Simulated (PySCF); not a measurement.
Species: C6H9N3.
SMILES with atom numbers: `[CH3:1][CH2:2][c:3]1[n:4][cH:5][n:6][n:7][c:8]1[CH3:9]`

Geometry (GFN2-xTB, Å), atoms numbered from 1 in this order:
```xyz
18
C6H9N3 angstrom
C      2.4419    0.4843   -0.0137
C      1.2460   -0.4573   -0.0133
C     -0.0612    0.2683   -0.0301
N     -0.0574    1.5873   -0.1045
C     -1.2464    2.1823   -0.1168
N     -2.4093    1.5761   -0.0531
N     -2.4295    0.2718    0.0211
C     -1.3003   -0.4128    0.0307
C     -1.4057   -1.8967    0.1116
H      2.4133    1.1296    0.8597
H      2.4236    1.1152   -0.8975
H      3.3682   -0.0844   -0.0022
H      1.2825   -1.1146   -0.8880
H      1.2711   -1.1026    0.8701
H     -1.2550    3.2618   -0.1839
H     -2.4540   -2.1798    0.1367
H     -0.9249   -2.3595   -0.7491
H     -0.9116   -2.2626    1.0107
```

Definitions: NICS(0) = −σiso at the ring centroid; NICS(1) = −σiso and NICS(1)zz = −σzz at ±1 Å along the ring normal z. Level: GIAO PBE0/pcSseg-1 (PySCF, non-relativistic, gas phase) on the GFN2-xTB geometry, one conformer.

Ring bond lengths (Å), with Mayer bond orders in brackets: C3–N4 1.321 (1.52), N4–C5 1.330 (1.41), C5–N6 1.313 (1.51), N6–N7 1.307 (1.31), N7–C8 1.321 (1.53), C8–C3 1.415 (1.18).

**Question.** What do the NICS probes read (ppm)?

**Answer.** 
```csv
ring,type,NICS(0),"NICS(1), two faces","NICS(1)zz, two faces",rms pucker (Å),"centre to ring atoms, mean (Å)"
C3–N4–C5–N6–N7–C8,6-membered ring with 3 N; formal bonds all aromatic,-3.9,-11.1 / -11.0,-26.6 / -26.6,0.00,1.33
```

**Question.** What can be read from them?

**Answer.** 
- C3–N4–C5–N6–N7–C8: mean NICS(1)zz -26.6 ppm, shielded, aromatic by this magnetic criterion (flat ring, no four-coordinate atom). NICS(0) lies 7 ppm above the mean NICS(1).

**Question.** And the bond-length index? HOMA takes Krygowski's 1993 parameters.

**Answer.** 
- C3–N4–C5–N6–N7–C8: HOMA 0.96; the largest term is that of C8–C3, α(R − Ropt)² = 0.19. The geometric and the magnetic index point the same way.

**Question.** At the second NICS(1) probe listed for ring C3–N4–C5–N6–N7–C8, 1 Å off the ring, what do the in-plane components average?

**Answer.** The isotropic value is a third of the trace: (3 × -11.0 − (-26.6))/2 = -3.2 ppm.

**Question.** Give the inner angles of the rings and the Hirshfeld charges of the ring atoms.

**Answer.** 
- C3–N4–C5–N6–N7–C8: C3 119.0° (+0.085 e), N4 116.4° (-0.133 e), C5 125.8° (+0.067 e), N6 118.5° (-0.121 e), N7 120.3° (-0.094 e), C8 119.9° (+0.061 e); sum 720.0° against 720° for a flat convex ring.
